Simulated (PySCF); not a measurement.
Cl4Ge2O2: core ionisation energies

Cyclo-(Cl2GeO)2.
Z-matrix (Å and degrees, PBE0-D3(BJ)/def2-SVP geometry), rows numbered from 1:
```
Ge
Cl  1  2.1131
Cl  1  2.1127  2  110.27
O   1  1.7952  2  114.08  3   130.17
Ge  4  1.7956  1   91.52  2   116.30
Cl  5  2.1124  4  113.99  1  -116.13
Cl  5  2.1130  4  114.40  1   115.65
O   5  1.7953  4   88.47  1    -0.19
```

The calculation used delta-SCF UKS SCAN, pcX-2 on the ionised atom, pcseg-1 elsewhere, spin-free X2C (PySCF 2.14.0). These are vertical core ionisation energies against the vacuum level, from separate self-consistent calculations with and without the core hole.

Task: Give the core binding energies atom by atom.

Result: 
```tsv
atom(s)	bonded to	level	binding energy (eV)	2p1/2 (eV)	count
Cl2/Cl3/Cl6/Cl7	Ge	Cl 2p3/2	206.75	208.40	4
O4/O8	2 Ge	O 1s	538.20	–	2
Cl2/Cl3/Cl6/Cl7	Ge	Cl 1s	2829.35	–	4
```

Task: What is the longest wavelength that can ionise Cl 1s of Cl2 (atom 2)/Cl3/Cl6/Cl7 vertically?

Result: λ = hc/E = 12398.42 eV Å / 2829.35 eV = 4.382 Å.

Atoms equivalent by their bonding share one computed value, that of the first of them. Spin–orbit and ligand-field terms were added within each 2p shell after the spin-free SCF. 2p1/2 minus 2p3/2 (ligand field included): Cl 1.65 eV. No level of germanium is listed. Geometry: PBE0-D3(BJ)/def2-SVP, one conformer, isolated molecule.

The run took 53 s wall on one thread, AMD EPYC (x86_64), shared host with 64 logical CPUs at a one-minute load of 59, and the process peaked at 0.61 GiB of memory.
